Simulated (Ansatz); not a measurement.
BFHO (SMILES [OH+]=BF) moved off its minimum; all values from Ansatz (a program for electronic structure), cores frozen in correlated methods.
(charge 1, multiplicity 1)
```xyz
4

O     -1.1373     0.0203     0.2276
B      0.0605    -0.0431     0.0158
F      1.1810     0.0108    -0.3421
H     -1.8438    -0.1024     0.9298
```

Q: Give the forces (eV/Å), the total energy and the dipole at CCSD(T)/aug-cc-pVTZ.

A: 
```csv
atom,Fx,Fy,Fz
O1,-3.551,-0.193,1.632
B2,-2.922,-0.034,1.030
F3,5.335,0.065,-1.566
H4,1.138,0.162,-1.097
```
Energy -200.0143 hartree.
